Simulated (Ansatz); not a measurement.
Reaction (cleavage of the Ge–Si bond): `S[SiH2][GeH3]` + `N=C=S` → `S=C=[N][GeH3]` + `[SiH3]S`

Gas-phase electronic energies from Ansatz, PBE0-D4/def2-TZVP geometries. CCSD(T)/CBS is the MP2 limit (def2-TZVPP, def2-QZVPP) plus CCSD(T) − MP2 in def2-TZVPP, frozen cores. This one scheme is used for every species. DFT in def2-TZVPP. For Ge outer-core shells are correlated without core-valence functions, which leaves a few kJ/mol of doubt a bond. Scalar relativity is left out up to krypton. One conformer a species, not always the lowest.

```tsv
level	ΔE (kcal/mol)	difference from CCSD(T)/CBS
r2SCAN-D4	-5.1	2.5
B97M-V	-6.5	1.1
PBE	-2.7	4.9
revPBE	-3.3	4.3
BLYP	-6.0	1.6
r2SCANh	-5.7	1.9
r2SCAN0	-6.5	1.1
LC-ωPBE	-7.3	0.3
MP2/def2-SVP	-11.2	-3.6
CCSD(T)/def2-SVP	-9.8	-2.2
HF/def2-QZVPP	-16.3	-8.7
MP2/def2-QZVPP	-9.7	-2.1
SCS-MP2/def2-QZVPP	-11.3	-3.7
HF/CBS(def2)	-16.3	-8.7
MP2/CBS(def2)	-9.1	-1.5
CCSD/CBS(def2)	-8.5	-0.9
CCSD(T)/CBS	-7.6	0
```

Largest T1 diagnostic among the species: 0.019.

The D4 term adds +0.7 kcal/mol with B3LYP and +0.4 kcal/mol with PBE0; it sums over pairs of atoms, weighted by their polarisabilities, and B3LYP, whose exchange is more repulsive, gets the larger term. From PBE to PBE0 (25 % exact exchange), in def2-TZVPP and without D4, ΔE moves by −2.2 kcal/mol.

B3LYP here is the variant with VWN-RPA as its local correlation; programs differ in this.
